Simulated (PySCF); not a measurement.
H3InO. Atoms are numbered in the order given.

```xyz
5

In     0.0030     0.2872     0.0000
H     -1.5652     0.9824     0.0000
H      1.6151     0.9043     0.0000
O     -0.1203    -1.7283     0.0000
H      0.7637    -2.1326     0.0000
```

The structure is a stationary point at PBE-D3(BJ)/def2-TZVP. The def2 effective core potentials stand for the cores of In; spin–orbit coupling is left out.

All values below come from r2SCAN/def2-TZVPD (PySCF).

Symmetry labels are those of the subgroup Cs that the program uses (full group Cs).

### Question
List the valence orbital energies around the gap with their symmetry. (Estimate from the structure and the level; the computed values follow.)

### Answer

| orbital | symmetry | energy (eV) |
|---|---|---|
| HOMO−7 | A" | -19.48 |
| HOMO−6 | A' | -19.38 |
| HOMO−5 | A' | -19.25 |
| HOMO−4 | A' | -11.61 |
| HOMO−3 | A' | -10.04 |
| HOMO−2 | A' | -7.89 |
| HOMO−1 | A' | -7.21 |
| HOMO | A" | -7.00 |
| LUMO | A" | -1.96 |
| LUMO+1 | A' | -0.96 |
| LUMO+2 | A' | -0.11 |
| LUMO+3 | A' | 0.83 |
